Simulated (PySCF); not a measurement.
Compound: C5H5BrF2.
Atom-mapped SMILES: `[F:1][CH2:2][C@:3]([F:4])([Br:5])[C:6]1=[CH:7][CH2:8]1` (hydrogens: H9, H10 on C2; H11 on C7; H12, H13 on C8)

Geometry (GFN2-xTB, Å), atoms numbered from 1 in this order:
```xyz
13
C5H5BrF2 angstrom
F     -1.4747   -1.2647    1.2885
C     -1.7977   -0.5472    0.1723
C     -0.7698    0.5592   -0.0560
F     -0.9616    1.5751    0.8225
Br    -1.2164    1.3430   -1.8639
C      0.6094    0.1023   -0.0641
C      1.5002   -0.8152   -0.3139
C      2.0355    0.4836    0.2154
H     -2.7916   -0.1152    0.3292
H     -1.8012   -1.2399   -0.6744
H      1.7466   -1.7885   -0.6580
H      2.5473    1.1605   -0.4587
H      2.3695    0.5476    1.2436
```

The closed-shell ground state was solved at several levels (PySCF, density fitting, gas phase). Relativistic effects, spin–orbit coupling among them, are left out although an element past zinc is present.

| level | basis functions | total energy (Eh) | HOMO (eV) | LUMO (eV) | gap (eV) | dipole (D) |
| --- | --- | --- | --- | --- | --- | --- |
| B3LYP/pcJ-1 (pcSseg-1 on Br) | 280 | -2967.0402 | -7.34 | -1.95 | 5.39 | 1.80 |
| PBE0/pcSseg-1 | 185 | -2966.2432 | -7.59 | -1.78 | 5.81 | 1.82 |

What might CAM-B3LYP/def2-SVPD (227 basis functions) give for the same quantities?

Total energy -2966.6646 Eh, HOMO -8.91 eV, LUMO -0.83 eV, gap 8.08 eV, dipole 1.87 D.

Over all these levels, which gives the widest orbital gap and which the narrowest?

CAM-B3LYP/def2-SVPD (range-separated hybrid) has the widest, 8.08 eV, and B3LYP/pcJ-1 (pcSseg-1 on Br) (global hybrid, 20 % exact exchange) the narrowest, 5.39 eV. Functional and basis both differ between the two, so the spread mixes both effects.

How far do the dipole and the HOMO energy spread over the levels?

The dipole runs from 1.80 to 1.87 D (mean 1.83 D) and the HOMO from -8.91 to -7.34 eV.

One conformer stands for the species.
